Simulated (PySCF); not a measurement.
**Heteronuclear NMR**

Atoms are numbered as in `[NH2:1][c:2]1[cH:3][cH:4][c:5]([F:6])[cH:7][cH:8]1`. Hydrogens are named by the atom that carries them.

Isolated molecule, rapidly exchanging positions averaged, single conformer, non-relativistic. Shieldings: GIAO PBE0/pcSseg-1; GFN2-xTB geometry; PySCF 2.14.

Question: Predict the $^{19}$F NMR data.

Answer: 
```csv
atoms,environment,σ (ppm),δ (ppm)
F6,aryl fluorine,305.8,-129.9
```

Shieldings were converted by a linear fit to measured shifts: $^{19}$F (scatter 6.0 ppm rms, 7.0 ppm with the 5 outliers that the fit left out vs CFCl3, solution or neat liquid, with a term for F on sp3 carbon). A few per cent of atoms miss by over 2 rms, more outside the fitted compound classes.

On a 600 MHz spectrometer $^{19}$F resonates near 564.6 MHz, so 1 ppm is 564.6 Hz.

Question: Where does $^{15}$N resonate?

Answer: 
```
atoms            environment  σ (ppm)  δ (ppm)
   N1  aniline-type nitrogen    194.2   -327.0
```

Shieldings were converted by a linear fit to measured shifts: $^{15}$N: δ = -148.07 − 0.921σ (rms 6.3 ppm, 71 shifts vs CH3NO2, solution or neat liquid). A few per cent of atoms miss by over 2 rms, more outside the fitted compound classes.

On a 400 MHz spectrometer $^{15}$N resonates near 40.5 MHz, so 1 ppm is 40.5 Hz.
